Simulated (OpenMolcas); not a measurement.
## Multiplet structure of Ni6+

* Program: OpenMolcas 26.06
* Method: RASSCF
* Basis: ANO-RCC-VQZP [7s6p4d3f2g1h]
* Scalar Hamiltonian: DKH2, point nucleus
* Active space: 10 electrons in 8 orbitals (RAS1 3p, at most 2 holes; RAS2 3d)
* State averaging: 2S+1 = 5 even, 5 roots; 2S+1 = 3 even, 45 roots; 2S+1 = 1 even, 44 roots
* Spin-orbit coupling: RASSI with atomic mean-field integrals over the reference wave functions, term energies averaged over their components

Spin-free terms above the lowest, with the occupations of the reference:

| Configuration | Term | E (cm-1) | Occupations |
| --- | --- | --- | --- |
| 3d4 | 5D | 0.0 | 3p 5.98 3d 4.02 |
| 3d4 | 3P(1) | 32571 | 3p 5.97 3d 4.03 |
| 3d4 | 3H | 35306 | 3p 5.98 3d 4.02 |
| 3d4 | 3F(1) | 36139 | 3p 5.98 3d 4.02 |
| 3d4 | 3G | 42125 | 3p 5.98 3d 4.02 |
| 3d4 | 1G(1) | 50426 | 3p 5.98 3d 4.02 |
| 3d4 | 3D | 51725 | 3p 5.98 3d 4.02 |
| 3d4 | 1I | 52915 | 3p 5.99 3d 4.01 |
| 3d4 | 1S | 54633 | 3p 5.97 3d 4.03 |
| 3d4 | 1D | 60922 | 3p 5.97 3d 4.03 |
| 3d4 | 1F | 73191 | 3p 5.98 3d 4.02 |
| 3d4 | 3P(2) | 84673 | 3p 5.97 3d 4.03 |
| 3d4 | 3F(2) | 84723 | 3p 5.98 3d 4.02 |
| 3d4 | 1G(2) | 97189 | 3p 5.98 3d 4.02 |

With spin-orbit coupling, above the lowest level:

| Configuration | Term | J | E (cm-1) | Measured (cm-1) | g | Term weight % |
| --- | --- | --- | --- | --- | --- | --- |
| 3d4 | 5D | 0 | 0.0 | 0.0 |  | 99 |
| 3d4 | 5D | 1 | 289 | 279 | 1.501 | 100 |
| 3d4 | 5D | 2 | 835 | 804 | 1.501 | 100 |
| 3d4 | 5D | 3 | 1598 | 1520 | 1.501 | 100 |
| 3d4 | 5D | 4 | 2538 | 2392 | 1.500 | 100 |
| 3d4 | 3P(1) | 0 | 31164 | 30077 |  | 98 |
| 3d4 | 3P(1) | 1 | 32856 | 31836 | 1.500 | 99 |
| 3d4 | 3P(1) | 2 | 35634 | 34555 | 1.499 | 99 |
| 3d4 | 3H | 4 | 35994 | 31672 | 0.824 | 93 |
| 3d4 | 3H | 5 | 36685 | 32286 | 1.037 | 98 |
| 3d4 | 3F(1) | 2 | 37231 | 34247 | 0.668 | 100 |
| 3d4 | 3H | 6 | 37364 | 32877 | 1.166 | 100 |
| 3d4 | 3F(1) | 3 | 37467 | 34317 | 1.070 | 96 |
| 3d4 | 3F(1) | 4 | 37839 | 34576 | 1.221 | 91 |
| 3d4 | 3G | 3 | 43236 | 38160 | 0.763 | 96 |
| 3d4 | 3G | 4 | 43925 | 38746 | 1.053 | 94 |
| 3d4 | 3G | 5 | 44547 | 39247 | 1.197 | 98 |
| 3d4 | 1G(1) | 4 | 52510 |  | 1.002 | 97 |
| 3d4 | 3D | 3 | 53162 |  | 1.333 | 100 |
| 3d4 | 3D | 2 | 53321 |  | 1.165 | 98 |
| 3d4 | 3D | 1 | 53646 |  | 0.501 | 100 |
| 3d4 | 1I | 6 | 54652 |  | 1.001 | 100 |
| 3d4 | 1S | 0 | 56561 |  |  | 99 |
| 3d4 | 1D | 2 | 62805 |  | 1.003 | 97 |
| 3d4 | 1F | 3 | 74768 |  | 1.002 | 98 |
| 3d4 | 3P(2) | 2 | 85440 |  | 1.500 | 100 |
| 3d4 | 3F(2) | 4 | 86275 |  | 1.249 | 100 |
| 3d4 | 3F(2) | 2 | 86558 |  | 0.667 | 100 |
| 3d4 | 3F(2) | 3 | 86616 |  | 1.083 | 99 |
| 3d4 | 3P(2) | 1 | 87309 |  | 1.501 | 100 |
| 3d4 | 3P(2) | 0 | 88303 |  |  | 100 |
| 3d4 | 1G(2) | 4 | 98926 |  | 1.001 | 100 |

Against the 16 measured excited levels shown (Corliss and Sugar, J. Phys. Chem. Ref. Data 10, 197 (1981)) the mean absolute deviation is 2600 cm-1; the largest miss in energy is 3d4 3G5: computed 44547, measured 39247 cm-1 (+13.5 %). Levels of one J stand in another order than measured, so their pairing by name is doubtful.

Spin-orbit coupling puts the lowest level 1655 cm-1 below the lowest spin-free term.

For 5D the intervals divided by the larger J are 288.5, 273.4, 254.3, 234.8 cm-1. Landé's interval rule makes them equal in pure LS coupling; they differ by 20 % of their mean. The multiplet is regular.

Without dynamic correlation excited terms often stand tens of per cent too high (terms of higher spin than the ground term too low), and those without a measured partner can miss by more than the paired ones. Some levels mix across a computed gap that differs much from the measured one, so their mixing is not that of the real levels. Active for correlation alone: 3p; no level in the range computed is led by a configuration that opens it, so any true level of that kind is missing. Measured partners are found by configuration, term and J. A level has none where our copy of the source lacks it or the pairing is in doubt (some pairs that miss far off the trend of their configuration count as doubtful), and it then counts in no deviation. Levels of configurations outside the active space are missing. The first state left out of the spin-orbit step lies near 130000 cm-1 above the lowest spin-free state of the reference (among the parities and spins computed), and the list stops at four fifths of that energy or lower.

The RASSCF and RASSI steps took 53 s on 1 thread of Arm Neoverse V1 (shared host); the integral step is not counted.

The term weight is that of the spin-free term in the level, not the purity of its configuration. A number in round brackets counts repeated terms of one configuration in the order of the reference energies.
